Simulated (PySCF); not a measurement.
Mapped SMILES: `[SiH3:1][O:2][B:3]1[CH:4]=[CH:5][BH:6][CH:7]=[CH:8]1` (H(Xn): hydrogen on atom n).

Geometry: PBE0-D3(BJ)/def2-SVP; GIAO absolute shieldings from PySCF, gas phase, non-relativistic, averaged over equivalent atoms.

At PBE0/pcSseg-1 (183 basis functions, 67 s wall time on 1 thread of an Arm Neoverse N1, shared host):
| atoms | σ (ppm) |
| --- | --- |
| Si1 | 388.5 |
| O2 | 177.4 |
| B6 | 39.9 |
| B3 | 64.4 |
| C5/C7 | 20.8 |
| C4/C8 | 21.8 |
| H(C5)/H(C7) | 23.64 |
| H(C4)/H(C8) | 24.15 |
| H(B6) | 24.97 |
| H(Si1) | 26.06 |

Problem. Estimate the result of repeating the calculation with mPW1PW91/pcSseg-1.

Solution. 
```csv
atoms,σ at mPW1PW91/pcSseg-1,change
Si1,387.2,-1.3
O2,178.0,+0.6
B6,40.3,+0.4
B3,64.4,+0.0
C5/C7,20.2,-0.6
C4/C8,21.1,-0.7
H(C5)/H(C7),23.73,+0.09
H(C4)/H(C8),24.23,+0.08
H(B6),25.07,+0.10
H(Si1),26.17,+0.11
```

The largest change is at Si1 (silicon bonded to O, 3 H). Cost: 183 basis functions, 36 s wall time on 1 thread of an Arm Neoverse N1, shared host.

A carbon bonded to boron is broadened by the quadrupolar boron nucleus and is often missing from a measured spectrum. The carbons averaged at δ 162.6 differ by 9 ppm in this conformer.
